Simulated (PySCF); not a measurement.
**Structure revision by computed shifts**

A compound C6H5NO2 gives the data below (simulated from a calculation) and was assigned the structure `CC1=COC(=O)[C@@H]1C#N`.

¹³C{¹H} NMR (computed): δ 149.8 (CH), 140.1 (C), 130.3 (CH), 121.1 (C), 117.9 (C), 17.4 (CH3).

¹H NMR (300 MHz, computed): δ 6.25 (s, 1H), 5.50 (s, 1H), 1.57 (s, 3H).

How the numbers were obtained: σ from GIAO-PBE0/pcSseg-1, structure optimised with GFN2-xTB, in PySCF 2.14 (no solvent model, no relativistic terms, equivalent nuclei averaged, one computed conformer).

Shifts are taken against calculated references (same method and geometry level): ¹H, ¹³C against TMS.

**Question.** Compare with the shifts computed for the proposed structure, pairing carbons in order of shift.

**Answer.** Structure with atom numbers: `[CH3:1][C:2]1=[CH:3][O:4][C:5](=[O:6])[C@@H:7]1[C:8]#[N:9]`. Hydrogens are named by the atom that carries them.

| atom | computed for proposal | given list | difference |
| --- | --- | --- | --- |
| C5 | 173.9 | 149.8 | +24.1 |
| C3 | 147.8 | 140.1 | +7.7 |
| C2 | 124.5 | 130.3 | -5.8 |
| C8 | 117.4 | 121.1 | -3.7 |
| C7 | 39.3 | 117.9 | -78.6 |
| C1 | 13.2 | 17.4 | -4.2 |

The rms difference is 33.9 ppm and the largest -78.6 ppm at C7 (sp3 CH α to a carbonyl). The carbon types in order of shift don't match either: C, CH, C, C, CH, CH3 for the proposal against CH, C, CH, C, C, CH3 in the data. The proposal doesn't fit.

**Question.** Which isomer fits?

**Answer.** SMILES CC1=COC(C#N)=CO1.

Carbon types of the structure: 3 × C, 2 × CH, 1 × CH3, which accounts for all hydrogens. δC 149.8, 140.1, 130.3, 121.1: alkene carbon bearing oxygen. δC 117.9: nitrile carbon; C≡N carbons fall here, among the sp2 signals but without a proton. δC 17.4: allylic methyl carbon; aliphatic region, no heteroatom directly attached. δH 6.25, 5.50: hydrogen on an alkene carbon bearing oxygen; a vinylic proton, deshielded by the sp2 carbon and the C=C anisotropy.

Other isomers checked: O=COc1cccnc1 (rms 48.6 ppm).

The shifts were computed for this structure.

Shifts are as computed. Against solution values, carbons near 30 ppm lie about +3 ppm off and those near 130 ppm about +5 ppm. Of 1211 compounds with measured shifts, 218 miss one by over three times the rms of a fit or turn the order of signals round; such compounds aren't used in these exercises. No couplings were computed; multiplicities are counted from neighbouring protons, with m where these are inequivalent, close in shift, in a saturated or five-membered ring or joined by F or P, and br s for small geminal =CH2 splittings.
